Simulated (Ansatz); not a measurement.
Frontier orbitals of `FCC(F)(F)CF`.

Cartesian coordinates in Å:
```
F -1.321 1.342 -0.653
C -0.540 0.322 -1.136
C 0.562 0.016 -0.145
F 1.391 1.084 -0.028
F 1.288 -1.008 -0.663
C 0.094 -0.335 1.251
F -0.768 -1.401 1.191
H -1.156 -0.568 -1.278
H -0.088 0.629 -2.082
H 0.962 -0.604 1.857
H -0.424 0.523 1.685
```

Total charge 0; spin multiplicity 1. All single points use the PBE0-D4/def2-TZVP geometry. It is one conformer, not always the lowest. Basis def2-TZVPP, Ansatz.

```csv
functional,HOMO (eV),LUMO (eV),gap (eV)
LDA (SPW92),-8.03,-0.09,7.94
PBE,-7.83,0.25,8.08
revPBE,-7.74,0.39,8.13
BLYP,-7.81,0.34,8.15
PBE0,-9.59,1.33,10.92
r2SCAN0,-9.85,1.73,11.58
BHLYP,-11.34,2.07,13.41
ωB97M-V,-11.99,2.95,14.94
HF,-13.89,4.21,18.10
```

A quarter of exact exchange (PBE0) shifts PBE's HOMO by −1.76 eV and its LUMO by +1.09 eV; full exchange at long range (ωB97M-V) shifts them by −4.16 and +2.70 eV. The gap opens from 8.08 to 14.94 eV, since occupied levels lose self-interaction and empty ones feel all the electrons. A positive LUMO is unbound and depends on the basis.
